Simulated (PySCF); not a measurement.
A run for PySCF: R-HF/3-21G on ClHSSn (SMILES [SH][Sn][Cl]), a point of a torsion scan.

```python
from pyscf import gto, scf, dft, mp
from pyscf.data.elements import chemcore

mol = gto.M(
    atom='''
    S    -1.40856815    0.48025626    0.46151081
    Sn    0.89409918    0.91044072   -0.30680509
    Cl    0.94114312    3.25279414   -0.00641564
    H    -1.65869334   -0.58639020   -0.29241518
    ''',
    basis='3-21g',
    charge=0, spin=0, verbose=3, max_memory=1800)
mf = scf.RHF(mol)
mf.conv_tol = 1e-8
mf.max_cycle = 100
mf.kernel()
if not mf.converged:
    mf = mf.newton().run(mf.mo_coeff, mf.mo_occ)
```

Program output:

```
converged SCF energy = -6849.81218017218
```

The calculation finished and met its thresholds.

Cost: very roughly 0.4 core-seconds.
